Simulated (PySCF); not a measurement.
PySCF input for C₂H₆BF₂N, SMILES CNB(CF)F, TPSSh-D3(BJ)/def2-SVP. 

```python
import numpy as np
from pyscf import gto, scf, dft
from pyscf.geomopt import geometric_solver

mol = gto.M(
    atom='''
    C    -0.69216476    2.24730523   -0.00000000
    N    -0.65783445    0.79985536   -0.00000000
    B     0.45570461   -0.01131371    0.00000000
    F     1.67826014    0.53712272    0.00000000
    C     0.35179588   -1.60733033   -0.00000000
    F    -0.96753541   -2.03816803    0.00000000
    H     0.32780871    2.62393911    0.00000000
    H    -1.20912013    2.61802281    0.88769921
    H    -1.20912013    2.61802281   -0.88769920
    H    -1.57432071    0.37631319   -0.00000000
    H     0.81838054   -2.05457927   -0.88377353
    H     0.81838054   -2.05457928    0.88377352
    ''',
    basis='def2-SVP',
    charge=0,
    spin=0,
    max_memory=1600,
    verbose=3,
)
mf = dft.RKS(mol, xc='tpssh').density_fit(auxbasis='def2-universal-jkfit')
mf.disp = 'd3bj'
mf.grids.level = 4
mf.conv_tol = 1e-9
mf.max_cycle = 100
mf.kernel()
grad = mf.nuc_grad_method()
grad.grid_response = mol.nao <= 150
conv, mol_eq = geometric_solver.kernel(grad, convergence_set='GAU_TIGHT', maxsteps=100)
print(mol_eq.tostring(format='xyz'))
mf.reset(mol_eq)
mf.kernel()
```

Program output:

```
converged SCF energy = -358.954171301719
[banner and settings of the optimiser left out]
Geometry optimization cycle 1
Cartesian coordinates (Angstrom)
 Atom        New coordinates             dX        dY        dZ
   C  -0.692165   2.247305   0.000000    0.000000  0.000000  0.000000
   N  -0.657834   0.799855   0.000000    0.000000  0.000000  0.000000
   B   0.455705  -0.011314   0.000000    0.000000  0.000000  0.000000
   F   1.678260   0.537123   0.000000   -0.000000  0.000000  0.000000
   C   0.351796  -1.607330   0.000000    0.000000  0.000000  0.000000
   F  -0.967535  -2.038168   0.000000    0.000000  0.000000  0.000000
   H   0.327809   2.623939   0.000000    0.000000  0.000000  0.000000
   H  -1.209120   2.618023   0.887699    0.000000  0.000000  0.000000
   H  -1.209120   2.618023  -0.887699    0.000000  0.000000  0.000000
   H  -1.574321   0.376313   0.000000    0.000000  0.000000  0.000000
   H   0.818381  -2.054579  -0.883774    0.000000  0.000000  0.000000
   H   0.818381  -2.054579   0.883774    0.000000  0.000000  0.000000

WARN: Mole.unit (angstrom) is changed to Bohr

converged SCF energy = -358.954171301673
--------------- DFRKS_Scanner gradients ---------------
         x                y                z
0 C    -0.0009557318     0.0066870223    -0.0000000045
1 N     0.0098483689    -0.0076494379     0.0000000002
2 B    -0.0032393610     0.0157953289    -0.0000000005
3 F    -0.0103468960    -0.0034721787     0.0000000000
4 C     0.0033376670    -0.0058107986     0.0000000023
5 F     0.0137829736    -0.0011258771     0.0000000001
6 H    -0.0061166770    -0.0039008871     0.0000000000
7 H     0.0028376311    -0.0044494947    -0.0052771800
8 H     0.0028376336    -0.0044494964     0.0052771843
9 H     0.0037713767     0.0074504989    -0.0000000000
10 H    -0.0078784918     0.0004626599     0.0048316882
11 H    -0.0078784932     0.0004626604    -0.0048316902
----------------------------------------------
cycle 1: E = -358.954171302  dE = -358.954  norm(grad) = 0.0349485
Step    0 : Gradient = 1.009e-02/1.612e-02 (rms/max) Energy = -358.9541713017
Hessian Eigenvalues: 2.30000e-02 2.30000e-02 2.30000e-02 ... 4.76867e-01 4.95314e-01 5.72196e-01

Geometry optimization cycle 2
Cartesian coordinates (Angstrom)
 Atom        New coordinates             dX        dY        dZ
   C  -0.703567   2.239063   0.000000   -0.011402 -0.008242  0.000000
   N  -0.660929   0.783481   0.000000   -0.003095 -0.016375  0.000000
   B   0.477412  -0.017999   0.000000    0.021707 -0.006685  0.000000
   F   1.726624   0.493776   0.000000    0.048364 -0.043346  0.000000
   C   0.339479  -1.598272  -0.000000   -0.012317  0.009058 -0.000000
   F  -1.012006  -1.971408  -0.000000   -0.044470  0.066760 -0.000000
   H   0.321917   2.631393   0.000000   -0.005892  0.007454  0.000000
   H  -1.222352   2.626474   0.893006   -0.013232  0.008451  0.005306
   H  -1.222352   2.626474  -0.893006   -0.013232  0.008451 -0.005306
   H  -1.565644   0.318633   0.000000    0.008677 -0.057681  0.000000
   H   0.830827  -2.038502  -0.888192    0.012446  0.016077 -0.004419
   H   0.830827  -2.038502   0.888192    0.012446  0.016077  0.004419
converged SCF energy = -358.955843448678
--------------- DFRKS_Scanner gradients ---------------
         x                y                z
0 C     0.0005162698     0.0028445072    -0.0000000003
1 N    -0.0018456282    -0.0084487830     0.0000000000
2 B     0.0008376925     0.0060504993    -0.0000000001
3 F     0.0011352531    -0.0037844821    -0.0000000000
4 C     0.0007271238    -0.0010480969     0.0000000003
5 F    -0.0014746490     0.0005850772    -0.0000000000
6 H    -0.0001343183     0.0002047848     0.0000000001
7 H    -0.0000187325    -0.0001784218    -0.0000736987
8 H    -0.0000187326    -0.0001784219     0.0000736989
9 H    -0.0013822819     0.0021250079    -0.0000000000
10 H     0.0008290017     0.0009141648    -0.0002351851
11 H     0.0008290016     0.0009141647     0.0002351849
----------------------------------------------
cycle 2: E = -358.955843449  dE = -0.00167215  norm(grad) = 0.0122446
Step    1 : Displace = 3.740e-02/8.033e-02 (rms/max) Trust = 1.000e-01 (=) Grad = 3.535e-03/8.648e-03 (rms/max) E (change) = -358.9558434487 (-1.672e-03) Quality = 0.841
Hessian Eigenvalues: 2.30000e-02 2.30000e-02 2.30000e-02 ... 4.85612e-01 5.07043e-01 5.70028e-01

Geometry optimization cycle 3
Cartesian coordinates (Angstrom)
 Atom        New coordinates             dX        dY        dZ
   C  -0.703952   2.246471   0.000000   -0.000385  0.007408  0.000000
   N  -0.648458   0.793303   0.000000    0.012472  0.009822  0.000000
   B   0.476161  -0.030490   0.000000   -0.001251 -0.012491 -0.000000
   F   1.709090   0.523706   0.000000   -0.017534  0.029929  0.000000
   C   0.338661  -1.611668  -0.000000   -0.000817 -0.013396 -0.000000
   F  -1.013669  -1.984933  -0.000000   -0.001663 -0.013525 -0.000000
   H   0.320340   2.646411   0.000000   -0.001576  0.015018  0.000000
[...]
6 H    -0.0000274165     0.0000058094    -0.0000000000
7 H     0.0000172173     0.0000055896    -0.0000268669
8 H     0.0000172173     0.0000055896     0.0000268669
9 H     0.0000088595    -0.0000271463    -0.0000000000
10 H     0.0000561660     0.0000262237     0.0000111441
11 H     0.0000561660     0.0000262237    -0.0000111441
----------------------------------------------
cycle 6: E = -358.95610731  dE = -3.65369e-06  norm(grad) = 0.000387613
Step    5 : Displace = 2.406e-03/5.667e-03 (rms/max) Trust = 2.000e-01 (=) Grad = 1.119e-04/2.800e-04 (rms/max) E (change) = -358.9561073103 (-3.654e-06) Quality = 1.083
Hessian Eigenvalues: 2.30000e-02 2.30000e-02 2.30000e-02 ... 4.91395e-01 5.45167e-01 6.05293e-01

Geometry optimization cycle 7
Cartesian coordinates (Angstrom)
 Atom        New coordinates             dX        dY        dZ
   C  -0.705906   2.238459   0.000000   -0.000137 -0.000115  0.000000
   N  -0.649144   0.789841   0.000000    0.000197 -0.000019 -0.000000
   B   0.485725  -0.018356  -0.000000    0.000504  0.000296 -0.000000
   F   1.724120   0.521788  -0.000000    0.000013  0.001017 -0.000000
   C   0.339471  -1.599512  -0.000000    0.000299  0.000017 -0.000000
   F  -1.014450  -1.960906  -0.000000    0.000057  0.000403 -0.000000
   H   0.316941   2.638254   0.000000   -0.000167  0.000067  0.000000
   H  -1.226872   2.624256   0.892901   -0.000264 -0.000276  0.000052
   H  -1.226872   2.624256  -0.892901   -0.000264 -0.000276 -0.000052
   H  -1.542692   0.302735   0.000000    0.000317 -0.000254  0.000000
   H   0.819957  -2.053103  -0.886977   -0.000278 -0.000430 -0.000068
   H   0.819957  -2.053103   0.886977   -0.000278 -0.000430  0.000068
converged SCF energy = -358.956107576076
--------------- DFRKS_Scanner gradients ---------------
         x                y                z
0 C     0.0000132482    -0.0000423966     0.0000000000
1 N     0.0000077720     0.0000652254    -0.0000000000
2 B    -0.0000891910    -0.0000133843     0.0000000000
3 F     0.0000569472     0.0000165136     0.0000000000
4 C    -0.0000738772    -0.0000088113     0.0000000000
5 F     0.0000489291     0.0000030626     0.0000000000
6 H     0.0000013141     0.0000013918    -0.0000000000
7 H     0.0000020031     0.0000027921    -0.0000012515
8 H     0.0000020031     0.0000027921     0.0000012515
9 H     0.0000053009    -0.0000240715    -0.0000000000
10 H     0.0000127752    -0.0000015570    -0.0000002422
11 H     0.0000127752    -0.0000015570     0.0000002422
----------------------------------------------
cycle 7: E = -358.956107576  dE = -2.65824e-07  norm(grad) = 0.000163847
Step    6 : Displace = 4.584e-04/8.982e-04 (rms/max) Trust = 2.828e-01 (+) Grad = 4.730e-05/9.019e-05 (rms/max) E (change) = -358.9561075761 (-2.658e-07) Quality = 1.198
Hessian Eigenvalues: 2.30000e-02 2.30000e-02 2.30000e-02 ... 4.87293e-01 5.34079e-01 6.18878e-01

Geometry optimization cycle 8
Cartesian coordinates (Angstrom)
 Atom        New coordinates             dX        dY        dZ
   C  -0.706098   2.238363   0.000000   -0.000192 -0.000096  0.000000
   N  -0.648939   0.789720   0.000000    0.000205 -0.000121 -0.000000
   B   0.486114  -0.018263  -0.000000    0.000389  0.000092 -0.000000
   F   1.724328   0.522047  -0.000000    0.000209  0.000259 -0.000000
   C   0.339682  -1.599432  -0.000000    0.000211  0.000080 -0.000000
   F  -1.014457  -1.960379  -0.000000   -0.000007  0.000527 -0.000000
   H   0.316631   2.638469   0.000000   -0.000310  0.000215  0.000000
   H  -1.227189   2.623992   0.892906   -0.000317 -0.000265  0.000005
   H  -1.227189   2.623992  -0.892906   -0.000317 -0.000265 -0.000005
   H  -1.542424   0.302508   0.000000    0.000268 -0.000228  0.000000
   H   0.819887  -2.053203  -0.887014   -0.000069 -0.000100 -0.000037
   H   0.819887  -2.053203   0.887014   -0.000069 -0.000100  0.000037
converged SCF energy = -358.956107614803
--------------- DFRKS_Scanner gradients ---------------
         x                y                z
0 C     0.0000059862    -0.0000177126    -0.0000000000
1 N     0.0000001963     0.0000234171    -0.0000000000
2 B     0.0000049709    -0.0000000938     0.0000000000
3 F    -0.0000046872     0.0000008374     0.0000000000
4 C    -0.0000172427    -0.0000072707     0.0000000000
5 F     0.0000113988     0.0000018429     0.0000000000
6 H     0.0000031544     0.0000023916    -0.0000000000
7 H    -0.0000005708     0.0000030050     0.0000018454
8 H    -0.0000005708     0.0000030050    -0.0000018454
9 H    -0.0000019427    -0.0000093049    -0.0000000000
10 H    -0.0000003462    -0.0000000584    -0.0000002799
11 H    -0.0000003462    -0.0000000584     0.0000002799
----------------------------------------------
cycle 8: E = -358.956107615  dE = -3.8727e-08  norm(grad) = 3.95071e-05
Step    7 : Displace = 3.011e-04/6.111e-04 (rms/max) Trust = 3.000e-01 (+) Grad = 1.140e-05/2.342e-05 (rms/max) E (change) = -358.9561076148 (-3.873e-08) Quality = 1.107
Hessian Eigenvalues: 2.30000e-02 2.30000e-02 2.30000e-02 ... 4.85928e-01 5.43996e-01 6.19398e-01

Geometry optimization cycle 9
Cartesian coordinates (Angstrom)
 Atom        New coordinates             dX        dY        dZ
   C  -0.706218   2.238337   0.000000   -0.000120 -0.000026  0.000000
   N  -0.648938   0.789679   0.000000    0.000001 -0.000041  0.000000
   B   0.486170  -0.018227  -0.000000    0.000056  0.000036 -0.000000
   F   1.724354   0.522141  -0.000000    0.000025  0.000094 -0.000000
   C   0.339810  -1.599398  -0.000000    0.000128  0.000033 -0.000000
   F  -1.014343  -1.960377  -0.000000    0.000113  0.000002 -0.000000
   H   0.316477   2.638520   0.000000   -0.000155  0.000050  0.000000
   H  -1.227342   2.623902   0.892908   -0.000153 -0.000090  0.000002
   H  -1.227342   2.623902  -0.892908   -0.000153 -0.000090 -0.000002
   H  -1.542411   0.302462   0.000000    0.000013 -0.000046  0.000000
   H   0.820009  -2.053164  -0.887018    0.000122  0.000038 -0.000004
   H   0.820009  -2.053164   0.887018    0.000122  0.000038  0.000004
converged SCF energy = -358.956107618359
--------------- DFRKS_Scanner gradients ---------------
         x                y                z
0 C     0.0000008993    -0.0000018000     0.0000000000
1 N    -0.0000019141     0.0000031701    -0.0000000000
2 B     0.0000107744     0.0000008857     0.0000000000
3 F    -0.0000062083    -0.0000019931     0.0000000000
4 C    -0.0000032027    -0.0000027262     0.0000000000
5 F     0.0000009500     0.0000004599     0.0000000000
6 H     0.0000011421    -0.0000000438    -0.0000000000
7 H     0.0000005877     0.0000007136     0.0000002086
8 H     0.0000005877     0.0000007136    -0.0000002086
9 H    -0.0000004073     0.0000004640    -0.0000000000
10 H    -0.0000016045     0.0000000781     0.0000000609
11 H    -0.0000016045     0.0000000781    -0.0000000609
----------------------------------------------
cycle 9: E = -358.956107618  dE = -3.55647e-09  norm(grad) = 1.4304e-05
Step    8 : Displace = 3.311e-05/5.479e-05 (rms/max) Trust = 3.000e-01 (=) Grad = 4.129e-06/1.081e-05 (rms/max) E (change) = -358.9561076184 (-3.556e-09) Quality = 1.475
Hessian Eigenvalues: 2.30000e-02 2.30000e-02 2.30000e-02 ... 4.85928e-01 5.43996e-01 6.19398e-01
Converged! =D

12
XYZ from PySCF
C          -0.70621810        2.23833688        0.00000000
N          -0.64893767        0.78967889        0.00000000
B           0.48617015       -0.01822687       -0.00000000
F           1.72435385        0.52214080       -0.00000000
C           0.33981043       -1.59939824       -0.00000000
F          -1.01434323       -1.96037699       -0.00000000
H           0.31647679        2.63851984        0.00000000
H          -1.22734236        2.62390161        0.89290838
H          -1.22734236        2.62390161       -0.89290838
H          -1.54241087        0.30246208        0.00000000
H           0.82000910       -2.05316449       -0.88701805
H           0.82000910       -2.05316449        0.88701804
converged SCF energy = -358.956107618361
```

The calculation finished and met its thresholds.
